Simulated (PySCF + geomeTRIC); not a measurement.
A geometry relaxed with TPSSh-D3(BJ)/def2-TZVP run with PySCF + geomeTRIC, charge 0, multiplicity 1:

```xyz
7

H      1.6030    -1.1278     0.1653
H     -1.4697    -0.8813    -0.9384
Ge    -0.8128     0.1017     0.0422
C      1.1871    -0.1193    -0.0684
H     -1.1742     1.5465    -0.3051
O      1.9318     0.7798    -0.3715
H     -1.2676    -0.2532     1.4657
```

Task: Write the SMILES of this molecule.

Result: `O=[CH][GeH3]`
